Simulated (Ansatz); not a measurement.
Start from `[OH][Hf]([OH])([OH])[I]` and change one element to get `[OH][Hf]([OH])([OH])[Br]`.

Ansatz, PBE0-D4/def2-TZVP geometries, multiplicity 1. Each molecule was computed in one conformer, which needn't be the lowest.

Elements past krypton have def2 core potentials. Scalar relativity is left out up to krypton.

```csv
property,`[OH][Hf]([OH])([OH])[I]`
size of the dipole moment (PBE/def2-TZVPP) / D,3.95
size of the dipole moment (B3LYP/def2-TZVPP) / D,3.98
HOMO energy (PBE/def2-TZVPP) / eV,-6.12
size of the dipole moment (ωB97M-V/def2-TZVPP) / D,4.13
HOMO–LUMO gap (ωB97M-V/def2-TZVPP) / eV,10.30
HOMO–LUMO gap (PBE/def2-TZVPP) / eV,5.18
```

Task: What does the change do to each property? (An estimate is asked.)

Result: Ansatz gave: 
```json
{"property": "size of the dipole moment (PBE/def2-TZVPP) / D", "`[OH][Hf]([OH])([OH])[Br]`": "3.80", "shift": "-0.15"}
{"property": "size of the dipole moment (B3LYP/def2-TZVPP) / D", "`[OH][Hf]([OH])([OH])[Br]`": "3.83", "shift": "-0.15"}
{"property": "HOMO energy (PBE/def2-TZVPP) / eV", "`[OH][Hf]([OH])([OH])[Br]`": "-6.71", "shift": "-0.59"}
{"property": "size of the dipole moment (ωB97M-V/def2-TZVPP) / D", "`[OH][Hf]([OH])([OH])[Br]`": "3.92", "shift": "-0.21"}
{"property": "HOMO–LUMO gap (ωB97M-V/def2-TZVPP) / eV", "`[OH][Hf]([OH])([OH])[Br]`": "11.22", "shift": "0.92"}
{"property": "HOMO–LUMO gap (PBE/def2-TZVPP) / eV", "`[OH][Hf]([OH])([OH])[Br]`": "5.82", "shift": "0.64"}
```

With PBE0 the HOMO falls by 0.75 eV and the LUMO rises by 0.06 eV, so the gap widens by about 0.81 eV. PBE moves the HOMO by -0.59 eV and ωB97M-V by -0.88 eV. Dipoles are sizes alone; their direction can turn.

B3LYP here is the variant with VWN-RPA as its local correlation; programs differ in this.

Spin–orbit coupling is left out; it splits and shifts lone-pair levels of the heavy atoms by tenths of an eV.
